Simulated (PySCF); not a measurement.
**TlSI: from structure and modes to constants**

Computed with PBE0/[Tl def2-TZVP with ECP60, S def2-TZVP, I def2-TZVP with ECP28], scalar-relativistic core potentials, density fitting, no spin–orbit coupling, PySCF.

The singlet minimum has C∞v symmetry. Masses (u): Tl 204.97441, S 31.97207, I 126.90447.

```xyz
3
charge 0 multiplicity 1, angstrom
Tl    0.0000    0.0000   -0.7249
S     0.0000    0.0000   -2.9527
I     0.0000    0.0000    1.9146
```

Harmonic wavenumbers (cm⁻¹): 73.7 (π, ×2), 183.2 (σ+, ×1), 442.1 (σ+, ×1).

Problem. Find the principal moments of inertia and the rotational constants. What kind of rotor is it?

Solution. About the centre of mass I = 851.67 u Å². With B = 16.8576/I this gives 0.01979 cm⁻¹. The molecule is linear.

Problem. What is the harmonic zero-point energy?

Solution. Half the sum of all 4 wavenumbers, 773/2 = 386 cm⁻¹, which is 4.6 kJ/mol (1 cm⁻¹ = 0.0119627 kJ/mol).

Problem. Find the vibrational entropy and heat capacity at 298.15 K.

Solution. With u = 1.43878 ω/T, each mode gives S = R[u/(eᵘ−1) − ln(1−e⁻ᵘ)] and C = R u² eᵘ/(eᵘ−1)².
```json
{"ω (cm⁻¹)": "73.7 (×2)", "u": "0.356", "S (J/(mol K))": "16.96", "C (J/(mol K))": "8.23"}
{"ω (cm⁻¹)": "183.2", "u": "0.884", "S (J/(mol K))": "9.60", "C (J/(mol K))": "7.79"}
{"ω (cm⁻¹)": "442.1", "u": "2.133", "S (J/(mol K))": "3.43", "C (J/(mol K))": "5.77"}
```
The sums over all modes are S = 46.9 and C = 30.0 J/(mol K); the softest mode gives 36 % of the entropy (each member, where degenerate).

Problem. Give the standard entropy (298.15 K, 1 bar) by its translational, rotational, vibrational and spin parts, and Cp.

Solution. Sackur–Tetrode with M = 363.85 u gives 182.4; rotation with symmetry number 1 gives 85.3; vibration 46.9; spin R ln 1 = 0.0. The total is 314.6 J/(mol K), and Cp = 7/2 R + 30.0 = 59.1 J/(mol K).

Other isomers or separated fragments may lie lower. With an element this heavy the missing spin–orbit coupling can shift these numbers.
